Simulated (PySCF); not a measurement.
**SrSe⁺: frontier orbitals**

PBE at R = 2.768 Å; basis Sr def2-SVPD with ECP28, Se def2-SVPD; scalar-relativistic core potentials; PySCF 2.14. State: ²Π (doublet), unpaired electrons π ↑. Only the outer orbitals are listed, counted within each symmetry, core potentials removing the inner ones.

```
spin  orbital  occ.  ε (eV)  on Sr (%)            main shells (%)
   α       7σ     1  -47.10        100                   100 Sr s
   α       4π     1  -28.87        100                   100 Sr p
   α       4π     1  -28.77        100                   100 Sr p
   α       8σ     1  -28.60         98                    98 Sr p
   α       9σ     1  -19.95          2                    97 Se s
   α       5π     1  -10.67          5                    94 Se p
   α      10σ     1  -10.37         24  74 Se p, 13 Sr s, 10 Sr d
   α       5π     1   -9.68          9                    90 Se p
   α      11σ     0   -7.51         96           78 Sr s, 12 Sr d
   α       2δ     0   -6.28         99                    98 Sr d
   α       2δ     0   -6.28         99                    99 Sr d
   β       7σ     1  -47.09        100                   100 Sr s
   β       4π     1  -28.85        100                   100 Sr p
   β       4π     1  -28.78        100                   100 Sr p
   β       8σ     1  -28.60         98                    98 Sr p
   β       9σ     1  -19.16          2                    98 Se s
   β      10σ     1  -10.04         29  70 Se p, 16 Sr s, 10 Sr d
   β       5π     1   -9.35         11           88 Se p, 10 Sr d
   β       5π     0   -9.21         12           87 Se p, 11 Sr d
   β      11σ     0   -7.49         95           74 Sr s, 13 Sr d
   β       2δ     0   -6.27        100                   100 Sr d
```

Question: Which are the highest filled and the lowest empty level, where do they sit, and how wide is the gap?

Answer: Highest filled β 5π at -9.35 eV (in %: 88 Se p, 10 Sr d); lowest empty β 5π at -9.21 eV (in %: 87 Se p, 11 Sr d); the gap at PBE is 0.14 eV. Both belong to one degenerate shell, split only by its one-sided filling, so this is no excitation gap.

The bond order (Mayer) is 1.23. The ⟨S²⟩ is 0.754 and the charge on Sr (Mulliken, basis-dependent) is 1.22. The charge on Sr (Löwdin, basis-dependent) is 1.13 and the dipole moment (positive dipole points towards Se; it is taken about the centre of mass and depends on that origin) is -10.47 D. The polarisability along the bond is 100.2 bohr³ and the polarisability across the bond is 42.4 bohr³.

Spin–orbit coupling is left out. The state is the lowest determinant that a PBE0 search found; another state may lie lower at other levels.
